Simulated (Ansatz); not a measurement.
`B[SiH2]F` + `NC(O)O` → `NC(O)(O)[SiH2]F` + BH₃  (formal exchange of groups at the Si–B bond)

Computed with Ansatz on PBE0-D4/def2-TZVP structures; ΔE is electronic, products minus reactants. CBS: MP2 limit from def2 TZ/QZ plus the TZ coupled-cluster correction, frozen cores. This one scheme is used for every species. Functionals use def2-TZVPP. Each species was taken in one conformer, which may not be the lowest.

`B[SiH2]F`:

```xyz
7

B     1.008    0.332    0.568
Si   -0.665   -0.221   -0.377
F    -0.527   -1.610   -1.172
H     2.022   -0.298    0.558
H     0.994    1.358    1.184
H    -1.059    0.820   -1.368
H    -1.774   -0.381    0.606
```

`NC(O)O`:

```xyz
9

N    -0.011    0.066    1.172
C    -0.138    0.144   -0.252
O    -0.468   -1.152   -0.660
O     1.051    0.599   -0.811
H    -0.774   -0.466    1.568
H     0.001    0.990    1.581
H    -0.897    0.857   -0.612
H    -0.519   -1.144   -1.619
H     1.754    0.106   -0.367
```

`NC(O)(O)[SiH2]F`:

Z-matrix (Å, degrees):
```
C
O 1 1.406
O 1 1.403 2 110.9
N 1 1.438 2 104.7 3 -124.0
Si 1 1.906 2 112.7 3 123.1
H 2 0.962 1 107.7 3 -58.9
H 3 0.967 1 107.5 2 -56.1
H 4 1.010 1 111.1 2 151.7
H 4 1.013 1 111.4 2 27.5
F 5 1.605 1 110.1 2 -66.5
H 5 1.478 1 108.2 2 50.7
H 5 1.483 1 110.2 2 173.7
```

BH₃:

Cartesian coordinates in Å:
```
B 0.000 0.000 0.000
H 0.345 -1.111 0.269
H 0.676 0.929 0.322
H -1.021 0.181 -0.591
```

Q: Is it downhill or uphill in electronic energy at CCSD(T)/CBS, and by how much? (Best estimate.)

A: Ansatz gave: Uphill: ΔE = +9.8 kJ/mol.

Q: What do these levels give: r2SCAN-D4, ωB97X-V, r2SCAN, MP2/def2-TZVPP, CCSD(T)/def2-TZVPP, SCS-MP2/def2-QZVPP? (An estimate is asked.)

A: Ansatz gave: r2SCAN-D4 12.5, ωB97X-V 10.0, r2SCAN 14.2, MP2/def2-TZVPP 3.8, CCSD(T)/def2-TZVPP 10.7, SCS-MP2/def2-QZVPP 6.0 kJ/mol.

Largest T1 diagnostic among the species: 0.012.

In def2-TZVPP, CCSD(T) changes the Hartree–Fock value by −9.2 kJ/mol (the triples alone add −2.8 kJ/mol) and MP2 by −16.1 kJ/mol. The D4 term adds −9.2 kJ/mol with B3LYP and −5.1 kJ/mol with PBE0; it sums over pairs of atoms, weighted by their polarisabilities, and B3LYP, whose exchange is more repulsive, gets the larger term.

B3LYP here is the variant with VWN-RPA as its local correlation; programs differ in this.
